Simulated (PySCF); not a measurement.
Some computed properties have been withheld. Give your best values.

C7H11BO2.
SMILES: `C#C[C@H](C)B1OCCCO1`

| property | level | value |
| --- | --- | --- |
| point group | PBE0-D3(BJ)/def2-SVP | C1 |
| rotational constants A, B, C | PBE0-D3(BJ)/def2-SVP | 2.356, 0.867, 0.787 GHz |
| dipole moment | B3LYP/def2-SVPD | ? |
| HOMO energy | B3LYP/def2-SVPD | ? |
| LUMO energy | B3LYP/def2-SVPD | 0.05 eV |
| lowest singlet excitation | TDDFT B3LYP/def2-SVPD | 6.17 eV (201 nm, f = 0.005) |
| strongest line among the 10 lowest singlet transitions | TDDFT B3LYP/def2-SVPD | ? |
| lowest triplet excitation (Tamm–Dancoff) | TDA B3LYP/def2-SVPD | 5.23 eV |
| static isotropic polarisability | B3LYP/def2-SVPD | ? |
| electronic spatial extent ⟨r²⟩ about the centre of nuclear charge | B3LYP/def2-SVPD | 1619 bohr² |
| 13C chemical shifts (computed TMS as zero) by class | GIAO B3LYP/pcSseg-1 | 89.7 (1 C), 69.7 (1 C), 64.9 (2 C), 30.9 (1 C), 17.4 (1 C), 14.5 (1 C) ppm |
| 1H chemical shifts (computed TMS as zero) by class | GIAO B3LYP/pcSseg-1 | 4.00 (2 H), 3.99 (2 H), 1.70 (1 H), 1.65 (2 H), 1.59 (1 H), 1.03 (3 H) ppm |
| isotropic shieldings of nuclei other than C and H, by class | GIAO B3LYP/pcSseg-1 | 71 (1 B), 210 (2 O) ppm |

Gas-phase values; electronic properties from PySCF, density fitting. One conformer (not necessarily the lowest) at the PBE0-D3(BJ)/def2-SVP geometry, without solvent or vibrations. NMR classes are plain means over equivalent atoms (diastereotopic ones count apart unless rotation or inversion swaps them), as if these changed places fast; in this geometry the members of some classes differ.

Problem. What is the static isotropic polarisability?

Solution. 100.3 au.

Problem. Give the strongest line among the 10 lowest singlet transitions.

Solution. S7 at 7.16 eV (173 nm, f = 0.030).

Problem. Give the HOMO energy.

Solution. -6.94 eV.

Problem. What is the dipole moment?

Solution. 3.32 D.

The rotational constants make it an asymmetric top with κ = (2B − A − C)/(A − C) = -0.90, nearer the prolate limit (−1). No computed singlet falls in the visible range (750 to 380 nm, 1.65 to 3.26 eV); S1 lies 2.91 eV above its blue end. The dipole matches unit charges of opposite sign 0.69 Å apart (1 e·Å = 4.8032 D).

For the geometry optimisation (PBE0-D3(BJ)/def2-SVP), time: 3.3 min of wall time; peak memory 0.95 GiB. Hardware: Arm Neoverse V2, one thread, on a shared host.
